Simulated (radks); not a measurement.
Question: Radial electron density D(r) = 4 pi r^2 rho(r) of an atom or ion with 66 electrons. All-electron calculation, Dirac Kohn-Sham, PBEsol, spin-unpolarised, spherical densities, finite nucleus; Fermi nuclear charge, rms radius of each element as measured or else 0.836 A^(1/3) + 0.57 fm. Program: a radial shooting solver on a logarithmic mesh with Libxc functionals.

| r (bohr) | D(r) (e/bohr) |
|---|---|
| 0.001806 | 12.77 |
| 0.002548 | 21.07 |
| 0.003623 | 33.71 |
| 0.005151 | 50.78 |
| 0.007324 | 70.29 |
| 0.01041 | 86.72 |
| 0.01469 | 92.54 |
| 0.02089 | 86.42 |
| 0.0297 | 82.06 |
| 0.04223 | 98.09 |
| 0.06005 | 118.9 |
| 0.08471 | 107.0 |
| 0.1204 | 91.00 |
| 0.1713 | 106.6 |
| 0.2435 | 79.70 |
| 0.3463 | 47.91 |
| 0.4884 | 57.33 |
| 0.6945 | 36.78 |
| 0.9875 | 16.85 |
| 1.404 | 9.769 |
| 1.997 | 3.430 |
| 2.839 | 0.5155 |
| 4.005 | 0.06099 |
| 5.694 | 0.04950 |
| 8.096 | 0.01438 |
| 11.51 | 0.01961 |
| 16.37 | 0.09934 |
| 23.09 | 0.01945 |
| 32.83 | 0.0001678 |

What is the nuclear charge?

Answer: Z = 67. The innermost maximum, from 1s, lies near gamma/Z bohr with gamma = sqrt(1 - (Z/c)^2) = 0.872, here 0.013 bohr (found: 0.0143), and its height grows with Z. The density is that of the holmium ion Ho+ in [Xe] 4f11 6f1; the configuration itself is not fixed sharply by these data, and Z only to a few units. D(r) has 6 maxima, at r = 0.0143, 0.0640, 0.178, 0.485, 5.60, 16.4 bohr, and minima at 0.0279, 0.117, 0.346, 4.70 bohr, inside which lie 2.02, 11.18, 29.58, 65.05 electrons.
